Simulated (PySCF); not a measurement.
Bonds (- single, = double, # triple, : aromatic): C1-C2, C2-Cl3, C2-C4, C4=C5, C5-C6, C6-O7, O7-C8, C8=O9, C6-C10, C10=C11, C11-C12, C12-C13, C13=C14, C12-C4, C14-C6. C1 carries H15, H16, H17; C2 carries H18; C5 carries H19; C8 carries H20; C10 carries H21; C11 carries H22; C12 carries H23; C13 carries H24; C14 carries H25. Stereochemistry as in C[C@@H](Cl)C1=C[C@]2(OC=O)C=C[C@H]1C=C2.

Geometry: PBE0-D3(BJ)/def2-SVP; GIAO shifts from PySCF 2.14.0 with density-fitted response routines, gas phase, non-relativistic, averaged over equivalent atoms.

At wB97X-D/pcSseg-1 (300 basis functions):
| atoms | δ (ppm) |
| --- | --- |
| C8 | 165.6 |
| C4 | 162.4 |
| C14 | 155.8 |
| C10 | 151.1 |
| C11 | 150.7 |
| C5 | 147.6 |
| C13 | 145.9 |
| C6 | 91.8 |
| C2 | 61.2 |
| C12 | 54.0 |
| C1 | 23.7 |
| Cl3 | 179.2 |
| O9 | 457.1 |
| O7 | 226.4 |
| H20 | 8.04 |
| H25 | 7.19 |
| H22 | 7.17 |
| H21 | 7.07 |
| H19 | 6.82 |
| H24 | 6.81 |
| H18 | 4.34 |
| H23 | 4.33 |
| H15/H16/H17 | 1.54 |

Referencing at the same level of theory: TMS for 13C (σref 184.54), 1H (σref 31.38); HCl for 35Cl (σref 939.37); H2O for 17O (σref 333.19).

Question: What do these become at PBE0/pcSseg-1?

Answer: 
| atoms | δ at PBE0/pcSseg-1 | change |
| --- | --- | --- |
| C8 | 164.4 | -1.2 |
| C4 | 160.9 | -1.5 |
| C14 | 154.3 | -1.5 |
| C10 | 149.4 | -1.7 |
| C11 | 149.1 | -1.6 |
| C5 | 146.1 | -1.5 |
| C13 | 144.4 | -1.5 |
| C6 | 92.5 | +0.7 |
| C2 | 62.3 | +1.1 |
| C12 | 55.3 | +1.3 |
| C1 | 23.4 | -0.3 |
| Cl3 | 188.1 | +8.9 |
| O9 | 462.1 | +5.0 |
| O7 | 234.5 | +8.1 |
| H20 | 8.10 | +0.06 |
| H25 | 7.20 | +0.01 |
| H22 | 7.17 | +0.00 |
| H21 | 7.07 | +0.00 |
| H19 | 6.80 | -0.02 |
| H24 | 6.82 | +0.01 |
| H18 | 4.47 | +0.13 |
| H23 | 4.46 | +0.13 |
| H15/H16/H17 | 1.54 | +0.00 |

References, each an isolated molecule treated in the same way: TMS for 13C (184.41 ppm) and 1H (31.27 ppm); 35Cl (943.27 ppm) against HCl; 17O (334.56 ppm) vs H2O.

The largest change is at Cl3 (chlorine bonded to C). Cost: 300 basis functions. The order of the carbon signals is the same at both levels.

Carbons that carry Cl, above all several Cl atoms, come out too deshielded, partly because spin–orbit coupling is missing. Unscaled 17O shifts of doubly bonded oxygen tend to come out too high, by tens of ppm or more. Experimental scales use liquid or dissolved standards, which lie at an offset from isolated H2O (liquid H2O: subtract about 36 ppm).
